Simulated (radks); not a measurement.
Values are calculated unless marked as measured or tabulated.
Spherical quantum dot in the effective-mass picture: electrons in a parabolic well V = omega^2 r^2 / 2 with omega = 3, all in effective atomic units (hartree* = m*/eps^2 hartree, bohr* = eps/m* bohr), one dielectric constant everywhere. Level of theory: non-relativistic Kohn-Sham, LDA (Slater exchange, Perdew-Wang correlation), spin-polarised, spherical densities (a radial shooting solver with Libxc functionals). Levels are named by radial order and angular momentum (1s, 1p, 1d, 2s, ...), and open shells are averaged over m. Results are scaled to m* = 0.066 and eps = 7, for which hartree* = 36.65 meV and bohr* = 5.612 nm.

N = 33, configuration 1s2 1p6 1d10 2s2 1f(up 7, down 6). This is the lowest configuration that the search found. Occupied and some empty levels:

level,occupation,eigenvalue (meV),<r> (nm)
1s up,1,1087.8,4.986
1s down,1,1088.1,4.978
1p up,3,1147.3,6.451
1p down,3,1147.8,6.446
1d up,5,1210.5,7.499
1d down,5,1211.2,7.497
2s up,1,1216.7,6.698
2s down,1,1217.2,6.702
1f up,7,1277.8,8.319
1f down,6,1278.5,8.320
2p up,0,1290.0,7.489
2p down,0,1290.5,7.492
1g up,0,1349.2,9.003
1g down,0,1349.9,9.005
2d up,0,1366.8,8.236
2d down,0,1367.2,8.237

Energy (meV): total 27016.0, kinetic 4113.0, external 10395, Hartree 13523, exchange-correlation -1015.1.

Electron density:

r (nm),n(r) (e/nm^3)
0.700,0.01142
1.87,0.009821
3.04,0.008432
4.21,0.008523
5.38,0.009558
6.55,0.009776
7.72,0.008094
8.88,0.005147
10.1,0.002431
11.2,0.0008431
12.4,0.0002125
13.6,0.00003852
14.7,5.121e-06
